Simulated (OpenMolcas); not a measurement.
**Cu2+: moving or changing the point charges**

Cu2+ among 8 point charges of -1.6 e arranged as a cube (Oh), 2.03 Å from the ion.
```
   1.1720    1.1720    1.1720  -1.60
   1.1720    1.1720   -1.1720  -1.60
   1.1720   -1.1720    1.1720  -1.60
   1.1720   -1.1720   -1.1720  -1.60
  -1.1720    1.1720    1.1720  -1.60
  -1.1720    1.1720   -1.1720  -1.60
  -1.1720   -1.1720    1.1720  -1.60
  -1.1720   -1.1720   -1.1720  -1.60
```

```yaml
Program: OpenMolcas 26.06
Method: "SS-CASPT2, IPEA 0.25 Eh, imaginary shift 0.1 Eh (closed shells correlated: 3s 3p)"
Basis: ANO-RCC-VTZP [6s5p3d2f1g]
Scalar_Hamiltonian: DKH2, point nucleus
Active_space: 9 electrons in 5 orbitals (3d)
State_averaging: 2S+1 = 2 even, 5 roots
Spin-orbit_coupling: state interaction with AMFI integrals over the reference wave functions
```

Runs around this geometry, states (labels of O, the rotations of Oh). Energies in cm-1 above the lowest state or level, χT in cm3 K/mol; under a threefold ground state the first gap can be a small split of the lowest multiplet, not the spin-orbit step; 10Dq is the gap between the two states; 10Dq is negative for this site.

```json
{"R (Å)": "2.03", "q (e)": "-1.04", "Ground state": "2T2", "First state of that spin": "2E 1660", "10Dq": "-1663", "First gap with spin-orbit (degeneracies)": "680 (2, 4)", "χT at 300 K": "1.059"}
{"R (Å)": "1.94", "q (e)": "-1.6", "Ground state": "2T2", "First state of that spin": "2E 3170", "10Dq": "-3166", "First gap with spin-orbit (degeneracies)": "910 (2, 4)", "χT at 300 K": "0.867"}
{"R (Å)": "2.03", "q (e)": "-1.6", "Ground state": "2T2", "First state of that spin": "2E 2520", "10Dq": "-2517", "First gap with spin-orbit (degeneracies)": "840 (2, 4)", "χT at 300 K": "0.926"}
{"R (Å)": "2.24", "q (e)": "-1.6", "Ground state": "2T2", "First state of that spin": "2E 1590", "10Dq": "-1586", "First gap with spin-orbit (degeneracies)": "660 (2, 4)", "χT at 300 K": "1.076"}
```

Taking |10Dq| as R^-n, n = -ln(1586 / 3166) / ln(2.24 / 1.94) = 4.8 between the shortest and longest distance. The point-charge formula for a cubic d site gives n = 5.

Scaling the charges by -1.04 / -1.6 = 0.65 scales |10Dq| by 1663 / 2517 = 0.66; with fixed orbitals a first-order splitting would follow the charge.

Roots that are degenerate in the reference are averaged as groups; the widest CASPT2 spread within a group is 30 cm-1 (the 3-fold group of multiplicity 2 near 0 cm-1 above the lowest state of its run, R = 2.24, q = -1.6). Shifts and gaps below about the spread of the groups concerned are not significant. An orbital triplet at a regular site is open to Jahn-Teller coupling, which can distort the site and quench the lowest spin-orbit gaps and is left out. The ground term spreads over less than 5000 cm-1, several times less than with real ligands, so orbital moments are less quenched and χT lies further from the spin-only value than at real sites. Free-ion shares, where given, are those of the reference states; single-state CASPT2 does not remix them. Point charges carry no covalency, so the field is a model and not that of real ligands. No measured value stands beside these numbers.
